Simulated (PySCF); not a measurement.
Si(H)2(Me)(PH2) (CH7PSi), SMILES C[SiH2]P. The structure is a stationary point at PBE-D3(BJ)/def2-SVP. One conformer was computed; it need not be the lowest.

Computed equilibrium geometry at PBE-D3(BJ)/def2-SVP (PySCF confirms it by a frequency run) as Cartesian coordinates in Å, and its point group (one conformer of several):
point group Cs.
```xyz
10

Si     0.6305    -0.5426     0.0000
C     -0.7116    -1.8759     0.0000
P     -0.1580     1.6011     0.0000
H      1.5064    -0.6800    -1.2182
H      1.5064    -0.6800     1.2182
H     -1.3552    -1.7838    -0.8979
H     -0.2581    -2.8884     0.0000
H     -1.3552    -1.7838     0.8979
H     -1.1161     1.3253     1.0431
H     -1.1161     1.3253    -1.0431
```
Charge 0, spin multiplicity 1.
